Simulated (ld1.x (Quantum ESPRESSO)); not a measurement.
## Reading a pseudo-wave (strontium (Sr))

Columns: radius, all-electron u(r) and pseudo u(r) of the 4p shell (level -24.33 eV) of strontium in the configuration [Ar] 3d10 4s2 4p6 4d0 5s1.75 5p0; LDA (PZ), scalar-relativistic, ultrasoft scheme, ld1.x (Quantum ESPRESSO) 7.5.

| r (bohr) | all-electron | pseudo |
| --- | --- | --- |
| 0.173 | 0.0355 | 0.0097 |
| 0.345 | -0.4403 | 0.0376 |
| 0.518 | -0.2328 | 0.0816 |
| 0.690 | 0.1911 | 0.1372 |
| 0.862 | 0.5496 | 0.1997 |
| 1.035 | 0.7741 | 0.2640 |
| 1.208 | 0.8756 | 0.3244 |
| 1.380 | 0.8885 | 0.3757 |
| 1.553 | 0.8459 | 0.4144 |
| 1.725 | 0.7730 | 0.4377 |
| 1.898 | 0.6863 | 0.4448 |
| 2.070 | 0.5976 | 0.4361 |
| 2.242 | 0.5126 | 0.4135 |
| 2.415 | 0.4344 | 0.3798 |
| 2.588 | 0.3649 | 0.3388 |
| 2.760 | 0.3048 | 0.2945 |
| 2.932 | 0.2533 | 0.2503 |
| 3.105 | 0.2093 | 0.2089 |
| 3.278 | 0.1724 | 0.1724 |
| 3.450 | 0.1417 | 0.1417 |
| 3.623 | 0.1161 | 0.1161 |
| 3.795 | 0.0950 | 0.0950 |
| 3.968 | 0.0775 | 0.0775 |
| 4.140 | 0.0632 | 0.0632 |
| 4.312 | 0.0514 | 0.0514 |
| 4.485 | 0.0417 | 0.0417 |

Problem. How many radial nodes do the two functions have?

Solution. The all-electron 4p function has n − l − 1 = 2; the pseudo-wave has 0, since the states of the same l below it are removed with the core.

Problem. At about which radius was the pseudo-wave matched?

Solution. 3.45 bohr. The columns agree to 0.0005 from 3.10 bohr on; several derivatives are matched, so the curves merge somewhat inside the radius.

Problem. Is the pseudo-wave norm-conserving?

Solution. No, it belongs to an ultrasoft set: the norm inside the radius is not constrained, and the difference is carried by the augmentation charge.
